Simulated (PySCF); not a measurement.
Computed shifts of a molecule C₃H₉Ga, B3LYP/pcSseg-1 (PySCF), GIAO, gas phase, atoms alike by connectivity averaged where their shifts nearly agree, in ppm (number of nuclei): ¹H: 6.69 (2), 1.74 (6), 0.96 (1). ¹³C: 33.9 (1), 24.8 (2). References: ¹H against TMS (σ = 31.68 ppm); ¹³C against TMS (σ = 181.3 ppm), references at their B3LYP-D3(BJ)/def2-TZVP geometries, non-relativistic. The structure is a stationary point at B3LYP-D3(BJ)/def2-SVP. One conformer was computed; it need not be the lowest.

Identify the compound among the candidates.
A) [CH3][Ga]([CH3])[CH3]
B) CC[CH2][GaH2]
C) C[CH2][GaH][CH3]
D) C[CH](C)[GaH2]

D, C[CH](C)[GaH2]
